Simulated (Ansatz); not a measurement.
Species: NiBr, net charge 0, doublet state. The spin state was set by rule; other spins were not relaxed. 
Structure (B3LYP-D3(BJ)/def2-TZVP (Ansatz, a program for electronic structure) minimum search):
```xyz
2

Ni     0.0000     0.0000    -1.2374
Br     0.0000     0.0000     0.9899
```
Charge 0, spin multiplicity 2.

### Question
Give the harmonic wavenumbers at B3LYP-D3(BJ)/def2-TZVP (Ansatz, finite differences of forces, unscaled).

### Answer
304 cm⁻¹. Zero-point energy 0.4 kcal/mol.

### Question
From these and the geometry, give the ideal-gas thermochemistry at 298.15 K and 1 atm (rigid rotor, harmonic oscillator).

### Answer
Point group C∞v, rotational symmetry number 1. Rotational constants 3.01, 3.01 GHz. S(trans) 40.69, S(rot) 17.15, S(vib) 1.39, S(elec, spin only) 1.38, S 60.6 cal/(mol K). H(298) - H(0) 2.33 kcal/mol; G - E(el) -15.3 kcal/mol.
